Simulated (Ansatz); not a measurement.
Coupled-cluster run, ClH3MoN2O (`[NH]=[Mo](=[NH])([OH])[Cl]`).

```yaml
crystal:
  periodic: [false, false, false]
  atoms:
    - {symbol: N, position_ang: [-1.065226, 0.803639, 0.662345]}
    - {symbol: Mo, position_ang: [0.069973, 0.017065, -0.362096]}
    - {symbol: N, position_ang: [1.639313, 0.095836, 0.330713]}
    - {symbol: O, position_ang: [-0.396230, -1.799731, -0.517031]}
    - {symbol: Cl, position_ang: [0.108553, 1.136206, -2.349677]}
    - {symbol: H, position_ang: [-1.301047, 1.360273, 1.473575]}
    - {symbol: H, position_ang: [2.326307, 0.406786, 1.003937]}
    - {symbol: H, position_ang: [-1.289643, -2.077074, -0.297466]}
basis:
  gaussian: {orbitals: def2-SVP}
correlation: {method: ccsd_t}
```

```sh
$ ansatz run in.yaml --threads 4 --pin off --events-out ev --progress --plain
```

The program prints (abridged):

```
Functional definition: HF
1060 factors; integrals over basis functions are off by at most 7.7e-4 eV
mean field evaluation 1: about -19372.0728 eV, gradient 6.7e1 eV
mean field evaluation 2: about -19372.2732 eV, gradient 6.8e1 eV
mean field evaluation 4: about -19381.2859 eV, gradient 1.1e1 eV
mean field evaluation 8: about -19381.5679 eV, gradient 1.0e0 eV
mean field evaluation 16: about -19381.5746 eV, gradient 1.8e-6 eV
mean field -19381.57457860 eV, -712.2597284603 hartree, gradient 4.2e-6 eV, S^2 0.000000; 1 other end points of the search recorded, 0 dependent functions left out; unrestricted orbitals would lower it
8 core orbitals not correlated: weight in the atoms' cores, before any rotation towards them, 1.000 or more for the frozen orbitals, at most 0.000 for the correlated occupied ones
reference -19381.57457860 eV, -712.2597284603 hartree; 20, 20 occupied and 78, 78 virtual orbitals, 1060 factors
second order -30.62516496 eV of doubles, -0.00000000 eV of singles
cycle   1  -27.15549450 eV  change     3.5e0 eV  update   2.9e-1
cycle   2  -28.81599895 eV  change    -1.7e0 eV  update   1.9e-1
cycle   3  -29.16645067 eV  change   -3.5e-1 eV  update   3.5e-2
cycle   4  -29.18824798 eV  change   -2.2e-2 eV  update   1.6e-2
cycle   5  -29.18315196 eV  change    5.1e-3 eV  update   4.0e-3
cycle   6  -29.18791608 eV  change   -4.8e-3 eV  update   2.1e-3
cycle   7  -29.18665230 eV  change    1.3e-3 eV  update   8.2e-4
cycle   8  -29.18608582 eV  change    5.7e-4 eV  update   3.6e-4
cycle   9  -29.18623015 eV  change   -1.4e-4 eV  update   1.6e-4
cycle  10  -29.18631965 eV  change   -9.0e-5 eV  update   7.0e-5
cycle  11  -29.18620630 eV  change    1.1e-4 eV  update   4.1e-5
cycle  12  -29.18615228 eV  change    5.4e-5 eV  update   2.0e-5
cycle  13  -29.18621324 eV  change   -6.1e-5 eV  update   8.6e-6
cycle  14  -29.18619750 eV  change    1.6e-5 eV  update   4.1e-6
perturbative correction -1.55864378 eV, -0.0572791024 hartree
Total energy: -19412.31941988 eV, -713.3895805378 hartree
```

Hardware: 4 threads of a server CPU on a shared host. Wall time 7 s, peak host memory 0.6 GiB.

Correlation energy per correlated electron: -0.769 eV. T1 diagnostic: 0.0207.
